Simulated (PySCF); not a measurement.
# Property card for `CCC[C@@H](C)[C@@H](C)C(C)C`

C10H22.
SMILES with atom numbers: `[CH3:1][CH2:2][CH2:3][C@@H:4]([CH3:5])[C@@H:6]([CH3:7])[CH:8]([CH3:9])[CH3:10]` (hydrogens: H11, H12, H13 on C1; H14, H15 on C2; H16, H17 on C3; H18 on C4; H19, H20, H21 on C5; H22 on C6; H23, H24, H25 on C7; H26 on C8; H27, H28, H29 on C9; H30, H31, H32 on C10)

From PBE0-D3(BJ)/def2-SVP geometry optimisation, gas phase (PySCF):

```yaml
Point_group: C1
Rotational_constants_A_B_C: 1.723, 0.705, 0.613 GHz
```

From PBE0/pcSseg-1 ground state and GIAO shieldings, non-relativistic (PySCF):

```yaml
Dipole_moment: 0.07 D
HOMO_energy: -8.31 eV
LUMO_energy: 1.35 eV
HOMO–LUMO_gap: 9.66 eV
Lowest_Hirshfeld_atomic_charge: -0.12 e on C5/C7/C9/C10
Highest_Hirshfeld_atomic_charge: +0.04 e on H11, H12, H13, H20, H21, H24, H25, H27, H28, H30, H31, H32
13C_chemical_shifts_computed_TMS_as_zero_by_class: 47.7 (C6), 34.9 (C4), 32.8 (C8), 32.3 (C3), 24.7 (C2), 23.7 (C9), 22.0 (C10), 20.4 (C5), 17.0 (C1), 12.6 (C7) ppm
1H_chemical_shifts_computed_TMS_as_zero_by_class: 1.45 (H18), 1.37 (H14), 1.19 (H26), 1.08 (H17), 0.99 (H11/H12/H13), 0.95 (H27/H28/H29), 0.92 (H19/H20/H21), 0.87 (H15), 0.87 (H30/H31/H32), 0.80 (H23/H24/H25), 0.63 (H16), 0.55 (H22) ppm
Mayer_bond_orders_between_heavy_atoms: C1–C2 1.07, C2–C3 1.03, C3–C4 0.98, C4–C5 1.05, C4–C6 1.04, C6–C7 1.02, C6–C8 0.97, C8–C9 1.05, C8–C10 1.04
```

Monoisotopic mass (most abundant isotopes): 142.1722 u.

The rotational constants make it an asymmetric top with κ = (2B − A − C)/(A − C) = -0.83, nearer the prolate limit (−1). With B = h/(8π²I), that is 505.379 GHz u Å² over I, the principal moments of inertia are 293.3, 716.9 and 824.3 u Å² (most abundant isotopes).

 NMR classes are plain means over equivalent atoms (diastereotopic ones count apart unless rotation or inversion swaps them), as if these changed places fast; in this geometry the members of some classes differ.

Shape of the structure used: `[CH3:1][CH2:2][CH2:3][C@@H:4]([CH3:5])[C@@H:6]([CH3:7])[CH:8]([CH3:9])[CH3:10]`: C1–C2–C3–C4 176°, C2–C3–C4–C5 63°, C3–C4–C6–C7 -65°, C4–C6–C8–C9 172°.

One conformer stands for the species.
